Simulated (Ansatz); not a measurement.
```yaml
crystal:
  periodic: [false, false, false]
  atoms:
    - {symbol: C, position_ang: [-0.695487, 1.203820, -0.065726]}
    - {symbol: C, position_ang: [-0.609977, -0.343221, -0.225319]}
    - {symbol: Si, position_ang: [0.764721, -0.828151, 0.622468]}
    - {symbol: Br, position_ang: [-0.620448, -0.892730, -1.933758]}
    - {symbol: H, position_ang: [0.114610, 1.573000, -0.823391]}
    - {symbol: H, position_ang: [-0.817053, 1.784935, 0.759547]}
    - {symbol: H, position_ang: [-1.313551, 1.766659, -0.886551]}
    - {symbol: H, position_ang: [-1.512954, -0.661456, 0.150247]}
    - {symbol: H, position_ang: [1.051484, -0.361409, 2.100742]}
    - {symbol: H, position_ang: [2.236496, -0.684314, -0.171125]}
    - {symbol: H, position_ang: [1.097398, -2.349631, 0.893481]}
basis:
  gaussian: {orbitals: def2-TZVP}
total_charge: 3
magnetization: {spin_polarized: true, initial_magnetization: 1}
hamiltonian: {xc: {name: LC-wPBE}}
output: {forces: true}
```

```sh
$ ansatz run in.yaml --threads 4 --pin off --events-out ev --progress --plain --max-ram 10444MiB
```

Output, abridged:

```
Functional definition: LC-wPBE
1296 factors; their error is unknown
436 factors; integrals over basis functions are off by at most 2.9e-5 eV
mean field evaluation 1: about -80016.3874 eV, gradient 7.3e1 eV
mean field evaluation 2: about -79955.0924 eV, gradient 1.2e2 eV
mean field evaluation 4: about -80038.4494 eV, gradient 3.4e1 eV
mean field evaluation 8: about -80048.2712 eV, gradient 4.8e0 eV
mean field evaluation 16: about -80049.9106 eV, gradient 7.6e-2 eV
mean field evaluation 64: about -80049.8623 eV, gradient 4.5e-4 eV
mean field evaluation 96: about -80049.8859 eV, gradient 7.8e-3 eV
mean field -80049.88592962 eV, -2941.7790481519 hartree, gradient 1.5e-5 eV, S^2 1.754976; 8 other end points of the search recorded, 0 dependent functions left out
reference -80049.88592963 eV, -2941.7790481522 hartree; 33, 32 occupied and 156, 157 virtual orbitals, 1296 factors
Total energy: -80049.88592963 eV, -2941.7790481522 hartree
Atom 0 at    -0.695487     1.203820    -0.065726 Å, force     0.957648    -2.927906    -3.391315 eV/Å
Atom 1 at    -0.609977    -0.343221    -0.225319 Å, force    -2.424363     5.658042    -1.857728 eV/Å
Atom 2 at     0.764721    -0.828151     0.622468 Å, force     6.747938    -0.977006     5.707489 eV/Å
Atom 3 at    -0.620448    -0.892730    -1.933758 Å, force    -0.243234    -1.282616    -3.432559 eV/Å
Atom 4 at     0.114610     1.573000    -0.823391 Å, force    -0.644649     0.980214    -0.495275 eV/Å
Atom 5 at    -0.817053     1.784935     0.759547 Å, force    -0.670046     1.206106     3.451843 eV/Å
Atom 6 at    -1.313551     1.766659    -0.886551 Å, force     0.368883     0.655869    -0.557513 eV/Å
Atom 7 at    -1.512954    -0.661456     0.150247 Å, force    -2.682282    -1.584031     2.093054 eV/Å
Atom 8 at     1.051484    -0.361409     2.100742 Å, force    -0.903036    -0.066823    -1.249034 eV/Å
Atom 9 at     2.236496    -0.684314    -0.171125 Å, force    -1.067614    -0.730977     0.146057 eV/Å
Atom 10 at     1.097398    -2.349631     0.893481 Å, force     0.560756    -0.930871    -0.415020 eV/Å
Dipole moment:     0.505809     0.956153     1.433998 e Å
```

Q: What is wrong with this run?

A: The charge is far from anything that the molecule holds. The run converged. The result belongs to that input, not to the molecule as meant.
